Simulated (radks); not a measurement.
Fractional charge and spin in the 6s shell of thulium: the spin-up occupation runs from 0 to 1 and the spin-down occupation from 0 to 1; the fullest corner is Tm, [Xe] 4f(up 6.5, down 6.5) 6s(up 1, down 1). All-electron calculation, scalar-relativistic Kohn-Sham, PBEsol, spin-polarised, spherical densities, finite nucleus; Fermi nuclear charge, rms radius of each element as measured or else 0.836 A^(1/3) + 0.57 fm. Program: a radial shooting solver on a logarithmic mesh with Libxc functionals. Energy (eV) minus the two flat planes that join the four corners (they meet along the diagonal where the two added fractions sum to one electron); zero is where a piecewise linear energy would lie.

down \ up       0    0.25     0.5    0.75       1
0           0.000  -0.503  -0.668  -0.501   0.000
0.25       -0.503  -0.599  -0.371   0.179  -0.445
0.5        -0.668  -0.371   0.241  -0.332  -0.590
0.75       -0.501   0.179  -0.332  -0.538  -0.441
1           0.000  -0.445  -0.590  -0.441   0.000

Corners above the fullest one (they belong to Tm+ and the next ion): (up 1, down 0) 6.229 eV, (up 0, down 1) 6.229 eV, (up 0, down 0) 18.449 eV. With half an added electron in each spin the energy lies 0.241 eV from the planes, and with half an added electron in spin up alone -0.668 eV. The planes are only a guide here: the flat-plane condition holds for ground states with one frontier orbital, while this shell lies below other occupied shells, so the corners above the fullest one are inner-hole states and not the ground states of those ions.
